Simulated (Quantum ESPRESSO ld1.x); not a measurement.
Radial electron density D(r) = 4 pi r^2 rho(r) of an atom or ion with 41 electrons. Calculated with ld1.x of Quantum ESPRESSO 7.5: scalar-relativistic Kohn-Sham, exchange-only LDA, spin-polarised, spherical densities, point nucleus.

```
   r/bohr * D(r) (the largest magnitude, 64.3, reaches the edge; | marks zero)
 0.003023 |    *
 0.004096 |       *
 0.005596 |            *
 0.007584 |                  *
  0.01036 |                           *
  0.01404 |                                   *
  0.01918 |                                          *
    0.026 |                                            *
  0.03552 |                                         *
  0.04814 |                                      *
  0.06576 |                                         *
  0.08984 |                                                    *
   0.1218 |                                                      *
   0.1663 |                                          *
   0.2254 |                                  *
    0.308 |                                         *
   0.4174 |                                     *
   0.5703 |                  *
   0.7729 |         *
    1.056 |        *
    1.431 |      *
    1.955 |  *
    2.649 |*
    3.619 *
    4.945 *
    6.701 *
    9.155 *
    12.41 *
    16.95 *
```

What is the nuclear charge?

Answer. Z = 42. The innermost maximum, from 1s, lies near gamma/Z bohr with gamma = sqrt(1 - (Z/c)^2) = 0.952, here 0.0227 bohr (found: 0.0248), and its height grows with Z. The density is that of the molybdenum ion Mo+ in [Ar] 3d10 4s1 4p6 4d5 5d1; the configuration itself is not fixed sharply by these data, and Z only to a few units. D(r) has 5 maxima, at r = 0.0248, 0.110, 0.342, 1.02, 5.11 bohr, and minima at 0.0497, 0.220, 0.858, 4.56 bohr, inside which lie 2.03, 11.11, 29.35, 40.21 electrons.
